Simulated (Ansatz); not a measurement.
PBE exchange is replaced step by step with exact exchange (0 % is PBE, 25 % PBE0; no dispersion term), basis def2-SVP, Ansatz. System: S-phenylphenoxathiinium bis(oxalato)borate, `O=C1O[B-]2(OC1=O)OC(=O)C(=O)O2.c1ccc([S+]2c3ccccc3Oc3ccccc32)cc1`. Total charge 0; singlet. Geometry: PBE-D4/def2-SVP.

Geometry of the singlet:

Cartesian coordinates in Å:
```
O -2.1344 -1.4748 -2.8167
C -2.5436 -0.4216 -2.3820
O -2.2370 0.0988 -1.1796
B -2.9059 1.4355 -1.0438
O -3.6656 1.6340 -2.2644
C -3.4887 0.5879 -3.0966
O -3.9667 0.4561 -4.1960
O -1.8286 2.4570 -0.8500
C -1.7863 2.7648 0.4409
O -0.8682 3.3292 1.0143
C -3.0591 2.1769 1.1208
O -3.3608 2.3019 2.2860
O -3.7143 1.4776 0.1871
C 4.4638 1.6289 1.6954
C 4.2693 0.2982 1.2810
C 3.0391 -0.0994 0.7421
C 2.0251 0.8634 0.6269
S 0.3892 0.4867 -0.0462
C -0.3855 -0.4762 1.2405
C -0.8497 0.2269 2.3662
C -1.5219 -0.4629 3.3788
C -1.7225 -1.8494 3.2614
C -1.2589 -2.5447 2.1409
C -0.5891 -1.8624 1.1103
O -0.1911 -2.6275 0.0516
C 0.3624 -2.1077 -1.0795
C 0.5980 -3.0201 -2.1234
C 1.1217 -2.5784 -3.3380
C 1.4183 -1.2172 -3.5405
C 1.1948 -0.3036 -2.5095
C 0.6937 -0.7555 -1.2748
C 2.1949 2.2000 1.0227
C 3.4342 2.5738 1.5682
H 5.4347 1.9310 2.1166
H 5.0826 -0.4362 1.3807
H 2.8739 -1.1350 0.4086
H -0.7059 1.3162 2.4373
H -1.9112 0.0947 4.2417
H -2.2600 -2.3971 4.0495
H -1.4153 -3.6265 2.0221
H 0.3250 -4.0714 -1.9561
H 1.2827 -3.3025 -4.1499
H 1.8080 -0.8673 -4.5068
H 1.4062 0.7676 -2.6491
H 1.3613 2.9166 0.9203
H 3.5915 3.6138 1.8911
```

Single mean-field runs in def2-SVP are fitted with def2-universal-jkfit.

```
exact exchange (%)  HOMO (eV)  LUMO (eV)  gap (eV)
                 0      -5.45      -3.10      2.35
                 5      -5.80      -2.94      2.85
                10      -6.14      -2.78      3.36
                25      -7.16      -2.30      4.86
                35      -7.73      -1.98      5.74
                50      -8.40      -1.50      6.90
```

(1) Fit a straight line to the column «gap (eV)» against the share of exact exchange and predict its value at 15 %.

Results:

(1) With x = exact exchange (%) and y = gap (eV): mean x = 20.83, mean y = 4.343; Σ(x − x̄)(y − ȳ) = 172.3, Σ(x − x̄)² = 1871; slope b = 0.09209, intercept a = ȳ − b·x̄ = 2.425. The residuals of the fitted rows reach 0.13. At x = 15 the line gives 2.425 + (0.09209 × 15) = 3.81; the run gave 3.87, 0.06 more than the line.
